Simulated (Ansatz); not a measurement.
Computed with Ansatz on PBE0-D4/def2-TZVP structures; ΔE is electronic, products minus reactants. CCSD(T)/CBS is the MP2 limit (def2-TZVPP, def2-QZVPP) plus CCSD(T) − MP2 in def2-TZVPP, frozen cores. Functionals use def2-TZVPP. HSE06 is defined as in plane-wave codes. Each species was taken in one conformer, which may not be the lowest.

Consider the isomerisation: `BCS[SiH2]F` → `C[SiH2]B(F)S`.

```csv
level,ΔE (kcal/mol)
BHLYP-D4,-13.4
ωB97M-V,-14.8
r2SCANh,-16.8
HSE06,-17.8
```

(1) What does CCSD(T)/CBS give? (Best estimate.)

(2) What do rigid-rotor, harmonic-oscillator terms from PBE0-D4/def2-TZVP frequencies (298.15 K, 1 bar) make of the CCSD(T)/CBS value? (Best estimate.)

Largest T1 diagnostic among the species: 0.013.

Answers

(1) Ansatz gave: -14.2 kcal/mol. The listed levels differ from it by 0.8, -0.6, -2.6, -3.6 kcal/mol.

(2) Computed: ΔZPE = +0.9 kcal/mol, ΔH = -13.4 kcal/mol, ΔS = -7 J/(mol·K), ΔG = -12.9 kcal/mol. Modes under 50 cm⁻¹ make the entropy rough.

At CCSD(T), def2-SVP lies −10.9 kcal/mol from the extrapolated value and def2-TZVPP −2.0 kcal/mol. Leaving LDA and LC-ωPBE aside and taking each functional with its dispersion term where it has one, the values, not all of them listed here, spread over 6.3 kcal/mol, from PBE-D4 to BHLYP-D4. LDA lies −2.3 kcal/mol from PBE without D4.
